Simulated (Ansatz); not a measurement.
Species: B2, net charge 0, triplet state. SMILES: [B][B]
Geometry: optimised at B3LYP-D3(BJ)/def2-TZVP (Ansatz, an electronic-structure program).

Property: atomisation energy (electronic, to ground-state atoms), in eV. Cores are frozen in the correlated levels unless marked. UHF or UKS for open shells. No spin-orbit coupling. Non-relativistic. The coupled-cluster limit lacks core correlation, which all-electron functionals hold. CBS(X,Y): correlation extrapolated as X^-3; Hartree-Fock from the larger set (for Q and 5 zeta extrapolated as (X+1)exp(-9√X)). The program attaches cautions to a run behind SCS-MP2/aug-cc-pVDZ: large difference. The program attaches cautions to a run behind SCS-MP2/cc-pVDZ: large difference. The program attaches cautions to a run behind CCSD(T)/CBS(cc-pVQZ,cc-pV5Z): large difference.

The UHF reference is spin-contaminated (<S^2> 0.91 over the pure value in the largest basis). The T1 diagnostic of CCSD in the largest basis is 0.070, which is high, so the coupled-cluster rows are less sure than usual.

```tsv
level	program	atomisation energy (eV)
PBE0/STO-3G	Ansatz	4.82
RPA@PBE/cc-pVTZ	Ansatz	2.17
SCS-MP2/aug-cc-pVDZ	Ansatz	1.99
SCS-MP2/cc-pVDZ	Ansatz	1.99
CCSD(T)/CBS(cc-pVQZ,cc-pV5Z)	Ansatz	___
```

**Question.** What belongs in the gaps?

**Answer.** 
- CCSD(T)/CBS(cc-pVQZ,cc-pV5Z), atomisation energy (eV): 2.67
